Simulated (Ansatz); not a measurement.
Reaction (formal exchange of groups at the Si–F bond): `F[SiH2]CBr` + `CF` → `FC[SiH2]CBr` + H–F

Program: Ansatz. Geometries: PBE0-D4/def2-TZVP. ΔE: electronic, gas phase. CBS: MP2 limit from def2 TZ/QZ plus the TZ coupled-cluster correction, frozen cores. This one scheme is used for every species. DFT in def2-TZVPP. For Br outer-core shells are correlated without core-valence functions, which leaves a few kJ/mol of doubt a bond. Scalar relativity is left out up to krypton. Each species was taken in one conformer, which may not be the lowest.

`F[SiH2]CBr`:

```xyz
8

F    -1.006    0.347    1.748
Si   -0.170    0.793    0.463
C     0.388   -0.729   -0.462
Br   -1.153   -1.698   -1.143
H    -1.030    1.636   -0.396
H     1.022    1.541    0.937
H     0.942   -1.420    0.173
H     1.007   -0.471   -1.321
```

`CF`:

```xyz
5

C    -0.021   -0.044    0.036
F     0.458    0.957   -0.777
H    -0.711    0.387    0.765
H     0.817   -0.517    0.553
H    -0.543   -0.783   -0.577
```

`FC[SiH2]CBr`:

```xyz
11

F     1.174   -0.101    1.871
C     0.541    0.912    1.153
Si   -0.807    0.156    0.065
C    -0.035   -1.092   -1.107
Br    1.204   -0.183   -2.302
H     0.127    1.631    1.868
H     1.296    1.427    0.552
H    -1.800   -0.547    0.922
H    -1.476    1.234   -0.709
H    -0.768   -1.590   -1.739
H     0.544   -1.846   -0.574
```

H–F:

Cartesian coordinates in Å:
```
F 0.118 -0.444 -0.019
H -0.118 0.444 0.019
```

| level | ΔE (kJ/mol) |
| --- | --- |
| PBE-D4 | 135.4 |
| ωB97M-V | 148.5 |
| PBE | 140.9 |
| MP2/def2-TZVPP | 149.6 |
| CCSD/def2-TZVPP | 152.4 |
| HF/def2-QZVPP | 180.8 |
| MP2/def2-QZVPP | 149.8 |
| SCS-MP2/def2-QZVPP | 156.2 |

(1) What does CCSD(T)/CBS give? (Best estimate.)

Largest T1 diagnostic among the species: 0.010.

## Answers

(1) Ansatz gave: +147.3 kJ/mol. The listed levels differ from it by -11.9, 1.2, -6.4, 2.3, 5.1, 33.5, 2.5, 8.9 kJ/mol.

From PBE to PBE0 (25 % exact exchange), in def2-TZVPP and without D4, ΔE moves by +4.2 kJ/mol. In def2-TZVPP, CCSD(T) changes the Hartree–Fock value by −30.1 kJ/mol (the triples alone add −4.1 kJ/mol) and MP2 by −28.8 kJ/mol.

CCSD(T)/CBS has its own doubt, a few kJ/mol and more with outer-core shells, so smaller differences from it don't rank the levels.
